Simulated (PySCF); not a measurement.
## `F[C@@H]1CC[S@+]1[AlH3-]`, C3H8AlFS

Geometry:
| atom | x (Å) | y (Å) | z (Å) |
| --- | --- | --- | --- |
| F1 | 0.127 | 1.541 | 1.058 |
| C2 | -0.749 | 1.141 | 0.089 |
| C3 | -1.388 | -0.213 | 0.379 |
| C4 | -0.635 | -0.995 | -0.700 |
| S5 | 0.147 | 0.516 | -1.370 |
| Al6 | 2.095 | 0.046 | 0.162 |
| H7 | -1.409 | 1.988 | -0.118 |
| H8 | -2.467 | -0.201 | 0.228 |
| H9 | -1.168 | -0.548 | 1.392 |
| H10 | -1.254 | -1.487 | -1.445 |
| H11 | 0.122 | -1.685 | -0.314 |
| H12 | 2.612 | 1.518 | 0.119 |
| H13 | 1.449 | -0.616 | 1.431 |
| H14 | 2.517 | -1.004 | -0.934 |

Computed, not measured: TDDFT CAM-B3LYP/def2-SVPD circular dichroism and optical rotation, one conformer, gas phase (PySCF). Geometry: GFN2-xTB.

Stereocentres: C2 S, S5 S.

Question: What is the specific rotation at 633, 589.3, 546, 436, 405, 365, 355 nm?

Answer: [α] in deg dm⁻¹ (g/mL)⁻¹:
| λ (nm) | origin-invariant length gauge | modified velocity gauge | length gauge (centre of mass) | isotropic polarisability (au) |
| --- | --- | --- | --- | --- |
| 633 | +120.8 | +129.3 | +120.1 | 86.7 |
| 589.3 | +142.2 | +152.3 | +141.4 | 87.1 |
| 546 | +170.0 | +182.0 | +169.0 | 87.6 |
| 436 | +296.3 | +317.6 | +294.4 | 89.6 |
| 405 | +360.5 | +386.6 | +358.1 | 90.6 |
| 365 | +483.2 | +518.7 | +479.8 | 92.3 |
| 355 | +524.7 | +563.4 | +520.9 | 92.8 |

Question: And for the mirror image at 589.3 nm?

Answer: -142.2 deg dm⁻¹ (g/mL)⁻¹ (origin-invariant length gauge): the same size and the opposite sign.

Question: What is the molar rotation [Φ] = [α]·M/100 of the geometry above at 589.3 nm?

Answer: With M = 122.14 g/mol, +173.7 deg cm² dmol⁻¹ (origin-invariant length gauge).

The first excitation lies at 5.54 eV (224 nm) with R = +0.1 × 10⁻⁴⁰ esu² cm² (velocity form).
